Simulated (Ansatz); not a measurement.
Start from `CO[CH2][AlH][F]` and change one atom or group to get `CCCOC`.

Ansatz, PBE0-D4/def2-TZVP geometries, multiplicity 1. Each molecule was computed in one conformer, which needn't be the lowest.

| property | `CO[CH2][AlH][F]` |
| --- | --- |
| LUMO energy (PBE/def2-TZVPP) / eV | -1.77 |
| HOMO energy (B3LYP/def2-TZVPP) / eV | -6.77 |
| size of the dipole moment (PBE/def2-TZVPP) / D | 1.47 |
| LUMO energy (B3LYP/def2-TZVPP) / eV | -1.23 |
| HOMO–LUMO gap (PBE/def2-TZVPP) / eV | 3.80 |
| HOMO energy (PBE0/def2-TZVPP) / eV | -6.97 |

(1) Give the same properties after the change, and the shifts. (Estimate.)

Answers

(1) Ansatz gave: 
| property | `CCCOC` | shift |
| --- | --- | --- |
| LUMO energy (PBE/def2-TZVPP) / eV | 0.49 | 2.26 |
| HOMO energy (B3LYP/def2-TZVPP) / eV | -7.13 | -0.36 |
| size of the dipole moment (PBE/def2-TZVPP) / D | 0.93 | -0.54 |
| LUMO energy (B3LYP/def2-TZVPP) / eV | 0.94 | 2.17 |
| HOMO–LUMO gap (PBE/def2-TZVPP) / eV | 6.26 | 2.46 |
| HOMO energy (PBE0/def2-TZVPP) / eV | -7.35 | -0.38 |

With PBE0 the HOMO falls by 0.38 eV and the LUMO rises by 2.29 eV, so the gap widens by about 2.67 eV. PBE moves the HOMO by -0.20 eV and ωB97M-V by -0.52 eV. Dipoles are sizes alone; their direction can turn.

B3LYP here is the variant with VWN-RPA as its local correlation; programs differ in this.
